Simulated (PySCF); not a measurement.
## Nb⁺: excitation energy

Nb⁺ [Kr] 4d4 (5D) → Nb⁺ [Kr] 4d3 5p1 (high-spin determinant), as a difference of total energies. Computed with PySCF 2.14 in ANO-RCC-VTZP, with scalar relativity by spin-free X2C-1e. Correlated levels: valence and next inner shell: [Ar] 3d10 frozen. The calculations carry no spin-orbit coupling.

```tsv
method	excitation energy (eV)
UHF	3.935
MP2 (valence and next inner shell)	4.517
SCS-MP2 (valence and next inner shell)	4.319
CCSD (valence and next inner shell)	4.375
CCSD(T) (valence and next inner shell)	4.376
```

Task: How much does correlation contribute at CCSD(T) (valence and next inner shell)?

Result: 4.376 − (3.935) = 0.441 eV, measured against UHF.

A first-order spin-orbit estimate (lowest level to lowest level, LS coupling) adds -0.098 eV.

The basis was made for the ground configuration and has no added diffuse functions, so the excitation energy can come out too high.

The determinant of the upper state mixes LS terms, which raises its energy above the lowest term, most at the Hartree-Fock and MP2 levels.
